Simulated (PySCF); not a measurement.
These are PBE-D3(BJ)/def2-TZVP // PBE0-D3(BJ)/def2-TZVP in PySCF values and carry that method's errors. All species are isolated molecules in the gas phase. 

Reference species (SMILES): `C=[SiH]` (neutral, multiplicity 2).

```yaml
dipole_moment: 0.50 D
```

Changed species: `[SiH](=C)[O]` (radical fragment; the reference has radical fragment).

Give the shifts of the dipole moment.

the dipole moment increases by 3.45 D, to 3.95 D.
